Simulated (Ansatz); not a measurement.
The cluster SbAs2⁺: single points at one geometry.

```yaml
crystal:
  periodic: [false, false, false]
  atoms:
    - {symbol: As, position_ang: [0.212692, 0.052501, -1.364508]}
    - {symbol: As, position_ang: [-1.260727, 0.407575, 0.392879]}
    - {symbol: Sb, position_ang: [1.048035, -0.460076, 0.971629]}
basis:
  gaussian: {orbitals: def2-TZVP, initial_orbitals: start.molden}
total_charge: 1
hamiltonian: {xc: pbe, dispersion: d4}
scf: {omitted_lower_state_checks: [starts]}
output: {orbitals: {seedname: orbitals}}
```

The file start.molden holds the orbitals of an earlier run on this structure, at another level or in another basis.

```sh
$ ansatz run in.yaml --threads 4 --pin off --events-out ev --progress --plain --max-ram 3916MiB
```

It prints (some lines left out):

```
Functional definition: PBE
1129 factors; their error is unknown
mean field evaluation 1: about -128196.1566 eV, gradient 1.2e1 eV
mean field evaluation 2: about -128196.2623 eV, gradient 1.4e-1 eV
mean field evaluation 4: about -128196.2486 eV, gradient 2.1e-4 eV
mean field evaluation 8: about -128196.2486 eV, gradient 1.6e-5 eV
mean field -128196.24856643 eV, -4711.1252402782 hartree, gradient 1.6e-5 eV, S^2 0.000000; 0 other end points of the search recorded, 0 dependent functions left out
reference -128196.24859777 eV, -4711.1252414299 hartree; 44, 44 occupied and 102, 102 virtual orbitals, 1129 factors
Total energy: -128196.39553658 eV, -4711.1306413314 hartree
Checks for a lower state left out: starts
```

Hardware: 4 threads of Arm Neoverse V2 on a shared host. Wall time 1.2 s.

As the first input, with `hamiltonian: {xc: {name: CAM-B3LYP}, dispersion: d4}` (abridged; 2.6 s):

```
Functional definition: CAM-B3LYP
mean field -128220.13893898 eV, -4712.0031952758 hartree, gradient 2.3e-5 eV, S^2 0.000000
Total energy: -128220.27154166 eV, -4712.0080683346 hartree
Checks for a lower state left out: starts
```

The first input with `hamiltonian: {xc: pbe}`, `correlation: {method: rpa}` and without the key `output` (abridged; 3 s):

```
Functional definition: PBE
mean field -128196.24856596 eV, -4711.1252402607 hartree, gradient 1.9e-6 eV, S^2 0.000000
22 core orbitals not correlated: weight in the atoms' cores, before any rotation towards them, 1.000 or more for the frozen orbitals, at most 0.000 for the correlated occupied ones
Total energy: -128126.38786391 eV, -4708.5579068137 hartree
Checks for a lower state left out: starts
```

The first input with `hamiltonian: {xc: {name: B3LYP}, dispersion: d4}` (abridged; 2.3 s):

```
Functional definition: B3LYP
mean field -128218.59465889 eV, -4711.9464440292 hartree, gradient 2.6e-5 eV, S^2 0.000000
Total energy: -128218.84298193 eV, -4711.9555697327 hartree
Checks for a lower state left out: starts
```

First input, but with `gaussian: {orbitals: STO-3G}`, `hamiltonian: {xc: hf}` (abridged; 0.4 s):

```
Functional definition: HF
mean field -290340.29577526 eV, -10669.8090700198 hartree, gradient 2.2e-5 eV, S^2 0.000000
Total energy: -290340.29577526 eV, -10669.8090700198 hartree
Checks for a lower state left out: starts
```

First input, but with `gaussian: {orbitals: def2-TZVPP, initial_orbitals: start.molden}`, `correlation: {method: ccsd_t}` and without the key `hamiltonian` (abridged; 12 s):

```
Functional definition: HF
mean field -128096.35966927 eV, -4707.4543910145 hartree, gradient 1.7e-6 eV, S^2 0.000000; unrestricted orbitals would lower it
mean field evaluation 16: about -128096.3492 eV, gradient 1.9e-1 eV
22 core orbitals not correlated: weight in the atoms' cores, before any rotation towards them, 1.000 or more for the frozen orbitals, at most 0.000 for the correlated occupied ones
second order -22.53923764 eV of doubles, -0.00000000 eV of singles
cycle   1  -21.02066064 eV  change     1.5e0 eV  update   1.4e-1
cycle   2  -21.77370252 eV  change   -7.5e-1 eV  update   4.5e-2
cycle   3  -21.88199842 eV  change   -1.1e-1 eV  update   1.8e-2
cycle   4  -21.86111591 eV  change    2.1e-2 eV  update   5.0e-3
cycle   5  -21.86009672 eV  change    1.0e-3 eV  update   2.4e-3
cycle   6  -21.86247486 eV  change   -2.4e-3 eV  update   7.8e-4
cycle   7  -21.86175071 eV  change    7.2e-4 eV  update   3.0e-4
cycle   8  -21.86167335 eV  change    7.7e-5 eV  update   1.0e-4
cycle   9  -21.86170475 eV  change   -3.1e-5 eV  update   2.7e-5
perturbative correction -1.08933512 eV, -0.0400323272 hartree
Total energy: -128119.31070913 eV, -4708.2978261728 hartree
Checks for a lower state left out: starts
```

The first input with `gaussian: {orbitals: def2-SVP, initial_orbitals: start.molden}` (abridged; 0.7 s):

```
Functional definition: PBE
mean field -128180.96172557 eV, -4710.5634592382 hartree, gradient 2.5e-5 eV, S^2 0.000000
Total energy: -128181.10869255 eV, -4710.5688601753 hartree
Checks for a lower state left out: starts
```

Geometry: r2SCAN-D4/def2-TZVP.

In the def2 sets Sb takes a core potential, while STO-3G treats all electrons; there is no spin–orbit coupling. B3LYP takes the VWN-RPA correlation. Correlated methods freeze 22 core orbitals; core or outer-core shells of As, Sb are correlated, in sets that lack core-valence functions. The restricted singlet is unstable towards broken spin symmetry in Hartree–Fock (as tested in another run); at HF/STO-3G this wasn't settled. At CCSD(T)/def2-TZVPP the restricted singlet (for correlated methods, its reference) is unstable: a solution with broken spin symmetry lies lower. The structure comes from a short search, and lower isomers may exist.
